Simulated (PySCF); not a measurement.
## Excited states of N³⁺ (nitrogen, charge +3)

Ground state [He] 2s2, ¹S. Computed with PySCF 2.14 in aug-cc-pVDZ with two added diffuse shells each of s, p, d type (6s5p4d, 41 functions), with the non-relativistic Hamiltonian (point nucleus). Vertical excitation energies in eV without spin-orbit coupling; excited terms of each kind are numbered among those the solver found. Frozen: nothing.

```
 term  leading excitation  EOM-EE-CCSD
1 3P°              2s → p        8.448
1 1P°              2s → p       16.767
 1 3S              2s → s       47.589
```

Only the lower part of the computed list is shown. Doubly excited terms such as np² are absent. The solver can miss terms.
